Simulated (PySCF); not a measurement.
# SiI⁺: energy against distance

Set-up: PySCF, scalar-relativistic core potentials, basis sets Si def2-SVPD, I def2-SVPD with ECP28. Energies in eV from Si⁺ + I in their ground configurations at the same level. State: ¹Σ⁺ (singlet), closed shell.

```csv
R (Å),r²SCAN,PBE0,B3LYP
2.009,-2.863,-2.780,-2.523
2.102,-3.661,-3.562,-3.335
2.196,-4.099,-3.985,-3.788
2.266,-4.257,-4.131,-3.957
2.336,-4.305,-4.168,-4.017
2.406,-4.271,-4.122,-3.994
2.499,-4.131,-3.966,-3.869
2.616,-3.857,-3.671,-3.611
2.756,-3.446,-3.234,-3.216
2.943,-2.849,-2.601,-2.636
```

Task: Put a parabola through the three lowest points of the r²SCAN curve and estimate Re, k and ωe (reduced mass 22.92 u; 1 eV/Å² = 0.16022 mdyn/Å; ωe = 1302.8·√(k/μ) cm⁻¹).

Result: Through R = 2.266, 2.336, 2.406 Å the second-order coefficient is 8.37 eV/Å², so Re ≈ 2.342 Å, k ≈ 2.68 mdyn/Å and ωe ≈ 446 cm⁻¹. A polynomial fit of higher order to the unrounded r²SCAN energies gives Re = 2.339 Å, k = 2.65 mdyn/Å, ωe = 443 cm⁻¹; anharmonicity and rounding make the difference.

The higher-order fit for each curve: r²SCAN: Re = 2.339 Å, ωe = 443 cm⁻¹, De = 4.30 eV; PBE0: Re = 2.329 Å, ωe = 453 cm⁻¹, De = 4.17 eV; B3LYP: Re = 2.349 Å, ωe = 435 cm⁻¹, De = 4.02 eV.

These are scalar-relativistic numbers at best; spin–orbit coupling would shift them, the dissociation energy most. For an ion De counts to the pair picked by the measured ionisation energies or electron affinities, which need not be the lowest pair at this level.
